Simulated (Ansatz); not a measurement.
Job for Ansatz (an electronic-structure program): R-B2PLYP/def2-TZVPPD on H4OSi (SMILES O[SiH3]). Files ending in .json are basis or fitting sets from the Basis Set Exchange.

Ansatz 0.2 input:
```yaml
crystal:
  periodic: [false, false, false]
  atoms:
    - {symbol: O, position_ang: [0.69434957, -0.96154500, 3.16586485]}
    - {symbol: Si, position_ang: [-0.31911061, 0.23147692, 3.70735195]}
    - {symbol: H, position_ang: [1.56615660, -1.02987208, 3.56172971]}
    - {symbol: H, position_ang: [-0.42006095, 0.20039154, 5.18869494]}
    - {symbol: H, position_ang: [-1.63633188, -0.04232452, 3.10532533]}
    - {symbol: H, position_ang: [0.15429597, 1.57815498, 3.30770394]}
basis:
  gaussian:
    orbitals: def2-TZVPPD.json
hamiltonian:
  xc: {name: B2PLYP}
magnetization: {spin_polarized: false}
correlation: {electrons: outside_noble_gas}
scf: {lower_state_search: off}
```

Output:

```
Functional definition: B2PLYP
[...]
these checks for a lower state are left out or cut short: stability, starts, cluster_reference, orbital_swaps, neighbouring_geometries, increment
integrals: 0.17 GiB planned
876 factors; integrals over basis functions are off by at most 1.2e-3 eV
mean field: 0.54 GiB planned
mean field evaluation 1: about -9980.8416 eV, gradient 4.5e1 eV
mean field evaluation 2: about -9980.8425 eV, gradient 4.5e1 eV
mean field evaluation 4: about -9984.0097 eV, gradient 2.4e0 eV
mean field evaluation 8: about -9984.0216 eV, gradient 9.5e-2 eV
mean field evaluation 16: about -9984.0217 eV, gradient 2.8e-6 eV
mean field -9984.02166793 eV, -366.9060288836 hartree, gradient 2.8e-6 eV, S^2 0.000000; 0 other end points of the search recorded, 0 dependent functions left out
6 core orbitals not correlated
reference -9984.02181687 eV, -366.9060343569 hartree; 7, 7 occupied and 143, 143 virtual orbitals, 876 factors
second order -12.40734686 eV of doubles, -0.00000000 eV of singles
Total energy: -9987.37180052 eV, -367.0291439854 hartree
Checks for a lower state left out: stability, starts, cluster_reference, orbital_swaps, neighbouring_geometries, increment
```

Self-consistency was reached.

Cost: roughly 2.2 core-seconds.
